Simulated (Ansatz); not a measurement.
Gas-phase electronic energies from Ansatz, PBE0-D4/def2-TZVP geometries. CBS: MP2 limit from def2 TZ/QZ plus the TZ coupled-cluster correction, frozen cores. Functionals use def2-TZVPP. Each species was taken in one conformer, which may not be the lowest.

`CNB(F)[SiH3]` + trisilane → `C[SiH]([SiH3])[SiH3]` + `NB(F)[SiH3]`  (formal exchange of groups at a C–N bond)

`CNB(F)[SiH3]`:

```xyz
12

C    -0.765    1.519   -0.426
N    -1.205    0.277    0.163
B    -0.462   -0.863    0.444
F    -1.128   -1.896    1.001
Si    1.523   -1.138    0.105
H     0.300    1.461   -0.647
H    -1.294    1.728   -1.360
H    -0.925    2.362    0.253
H    -2.188    0.249    0.396
H     2.201    0.046   -0.495
H     1.725   -2.290   -0.818
H     2.217   -1.456    1.384
```

`[SiH3][SiH2][SiH3]`:

Z-matrix (Å, degrees):
```
Si
Si 1 2.338
H 1 1.488 2 109.8
H 1 1.488 2 111.3 3 120.4
H 1 1.488 2 109.8 3 -119.2
Si 2 2.338 1 110.3 3 59.6
H 2 1.490 1 109.6 3 -179.6
H 2 1.490 1 109.6 3 -61.1
H 6 1.488 2 109.8 1 -59.5
H 6 1.488 2 109.8 1 59.7
H 6 1.488 2 111.3 1 -179.9
```

`C[SiH]([SiH3])[SiH3]`:

```xyz
14

C    -1.189   -0.905   -1.272
Si   -0.268   -0.467    0.311
Si   -0.793    1.700    1.022
Si    2.048   -0.606    0.005
H    -0.945   -1.920   -1.593
H    -2.269   -0.845   -1.119
H    -0.920   -0.218   -2.077
H    -0.649   -1.416    1.399
H    -0.078    2.024    2.286
H    -2.256    1.855    1.253
H    -0.382    2.689   -0.014
H     2.764   -0.271    1.266
H     2.481    0.354   -1.047
H     2.458   -1.974   -0.421
```

`NB(F)[SiH3]`:

Cartesian coordinates in Å:
```
N 0.421 -0.253 1.578
B -0.024 0.560 0.541
F -0.297 1.844 0.828
Si -0.273 -0.118 -1.356
H 0.542 0.085 2.520
H 0.648 -1.223 1.452
H -1.692 0.012 -1.789
H 0.568 0.649 -2.316
H 0.108 -1.556 -1.457
```

| level | ΔE (kJ/mol) |
| --- | --- |
| ωB97X-V | -67.6 |
| r2SCAN | -72.7 |
| MP2/def2-TZVPP | -74.8 |
| MP2/def2-QZVPP | -76.1 |

(1) What does CCSD(T)/CBS give? (Estimate.)

Largest T1 diagnostic among the species: 0.013.

## Answers

(1) Ansatz gave: -71.3 kJ/mol. The listed levels differ from it by 3.7, -1.4, -3.5, -4.8 kJ/mol.

In def2-TZVPP, CCSD(T) changes the Hartree–Fock value by −5.0 kJ/mol (the triples alone add −0.6 kJ/mol) and MP2 by −10.7 kJ/mol.
